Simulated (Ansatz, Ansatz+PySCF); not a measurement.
```tsv
atom	x (Å)	y (Å)	z (Å)
B	0.0000	0.0000	0.0000
B	0.0000	0.0000	1.9700
```

Basis set: def2-SVP (spherical functions). Frozen core: 2 orbitals. Correlation on ROHF uses semicanonical orbitals with singles. Charge 0, multiplicity 3.

Computed with Ansatz (development build ahead of 0.2.0); each method stands on the lowest determinant of its kind that the runs found.

(1) Give the atomization energy at this shape (free ground-state atoms in the same class of orbitals less the molecule, no zero-point energy) of triplet B₂ by ROHF-MP2, UHF-MP2, ROHF, UHF.

Answers

(1)

```
  method  atomization energy
ROHF-MP2      41.44 kcal/mol
 UHF-MP2      38.27 kcal/mol
    ROHF      31.14 kcal/mol
     UHF      35.11 kcal/mol
```

Caution: the shape is not the minimum. Caution for UHF-MP2, UHF: the unrestricted determinant is spin contaminated.
